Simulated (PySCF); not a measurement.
C5H5Cl, SMILES C1CC=CC=1Cl. Atoms are numbered in the order given.

```xyz
11

Cl    -0.0011    -2.0193     0.0000
C     -0.0423    -0.3002     0.0000
C     -1.1420     0.4818     0.0000
C     -0.6864     1.9051     0.0000
C      0.8072     1.8120     0.0000
C      1.1733     0.5147     0.0000
H     -2.1781     0.1475     0.0000
H     -1.0600     2.4599     0.8813
H     -1.0600     2.4599    -0.8813
H      1.4741     2.6749     0.0000
H      2.1834     0.1050     0.0000
```

Coordinates come from a PBE0-D3(BJ)/def2-SVP optimisation. The values are those of a single conformer.

Two levels are set side by side: PBE/pcSseg-1 (PySCF) and B3LYP/pcSseg-1 (PySCF). GIAO shifts against HCl (³⁵Cl), TMS (¹H), TMS (¹³C) at the same level; non-relativistic, no solvent, atoms listed together averaged. Without spin–orbit terms, shifts of atoms bonded to Cl or Br come out too high at both levels. Differences are taken from unrounded values.

```json
[
 {"quantity": "δ(³⁵Cl) of Cl1 (ppm)", "PBE": "214.3"},
 {"quantity": "δ(¹³C) of C2 (ppm)", "PBE": "147.7"},
 {"quantity": "δ(¹³C) of C3 (ppm)", "PBE": "132.9"},
 {"quantity": "δ(¹³C) of C4 (ppm)", "PBE": "47.4"},
 {"quantity": "δ(¹³C) of C5 (ppm)", "PBE": "141.2"},
 {"quantity": "δ(¹³C) of C6 (ppm)", "PBE": "143.4"},
 {"quantity": "δ(¹H) of H7 (ppm)", "PBE": "6.51"},
 {"quantity": "δ(¹H) of H8, H9 (ppm)", "PBE": "3.53"},
 {"quantity": "δ(¹H) of H10 (ppm)", "PBE": "6.87"},
 {"quantity": "δ(¹H) of H11 (ppm)", "PBE": "6.75"}
]
```

These are the PBE values. What does B3LYP give? (Estimate from the structure and the level; the computed values follow.)


```tsv
quantity	B3LYP	PBE minus B3LYP
δ(³⁵Cl) of Cl1 (ppm)	192.9	21.4
δ(¹³C) of C2 (ppm)	151.1	-3.4
δ(¹³C) of C3 (ppm)	136.6	-3.7
δ(¹³C) of C4 (ppm)	46.1	1.3
δ(¹³C) of C5 (ppm)	144.5	-3.3
δ(¹³C) of C6 (ppm)	145.6	-2.2
δ(¹H) of H7 (ppm)	6.55	-0.04
δ(¹H) of H8, H9 (ppm)	3.40	0.13
δ(¹H) of H10 (ppm)	6.84	0.03
δ(¹H) of H11 (ppm)	6.72	0.03
```

Rough cost on one machine, each run with all the roots and properties that it gave: B3LYP against PBE within a factor of 2.
